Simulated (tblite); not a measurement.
Species: C7H7NO.
Structure used (GFN2-xTB), in Å, numbered top down from 1:
```xyz
16
C7H7NO angstrom
C     -2.1022    0.8072    0.0774
C     -0.9330    1.4434    0.0103
N      0.2372    0.6918   -0.0202
C      1.5343    1.0969   -0.0676
C      2.3282   -0.0166   -0.0736
C      1.4756   -1.1422   -0.0274
C      0.1905   -0.6698    0.0054
C     -1.1257   -1.3815    0.0422
O     -2.2733   -0.5343    0.1227
H     -3.0482    1.3231    0.1087
H     -0.8416    2.5139   -0.0190
H      1.7888    2.1380   -0.0911
H      3.3992   -0.0348   -0.1095
H      1.7736   -2.1716   -0.0202
H     -1.2431   -2.0009   -0.8608
H     -1.1680   -2.0537    0.9113
```

Method: GFN2-xTB as coded in tblite; computed harmonic values from a numerical Hessian at the method's own geometry, unscaled. Against measured fundamentals such values can be off by several per cent, at times by over 20. The optimisation stopped once no atom felt more than 0.01 eV/Å.

Lowest wavenumbers of the output (negative numbers stand for imaginary wavenumbers):
```
mode    cm-1
  1     -84.7
  2     174.0
  3     222.5
  4     371.3
  5     466.6
  6     479.0
  7     573.9
  8     583.4
  9     598.8
 10     745.8
```

Is this structure a minimum?

No. 1 mode is imaginary beyond 20i (85i cm⁻¹), so at this level the point lies at or near a first-order saddle.

Which atoms move in the imaginary mode?

85i: O9 (cyclic ether oxygen) 32 %, C8 (sp3 carbon bound to oxygen) 21 %, H15 (methylene hydrogen) 13 %, H16 (methylene hydrogen) 13 %. These are shares of the mass-weighted motion.

What is the remedy?

Step along that mode in both directions, optimise again with tighter thresholds and repeat the frequencies. The zero-point energy of this point (77.8 kcal/mol) counts the 41 real modes alone, and thermal corrections from it aren't those of a minimum.

Time: 0.81 s. Hardware: one thread, Arm Neoverse N1 (aarch64), no GPU (shared host). The figure is for the frequency step alone.
